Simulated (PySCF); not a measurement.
Be(OMe)(OSiH3) (CH6BeO2Si), SMILES C[O][Be][O][SiH3].

Geometry optimised at r2SCAN-D4/def2-SVP. The values are those of a single conformer.

Calculation: PySCF with PBE/def2-TZVP.

Isolated molecule, no solvent.

### Question
Estimate the frontier levels, gap, dipole moment and polarisability. (The exact figures need the calculation; the answer reports its results.)

### Answer

- highest occupied level: -6.63 eV
- lowest empty level: -1.04 eV
- orbital gap: 5.60 eV
- dipole moment: 0.315 e·Å
- quadrupole, principal values (traceless, Buckingham form, about the centre of nuclear charge): -1.11, -1.11, 2.21 D·Å
- mean static polarisability: 61.7 bohr³ (9.14 Å³)
- polarisability, principal values: 52.1, 52.1, 80.8 bohr³
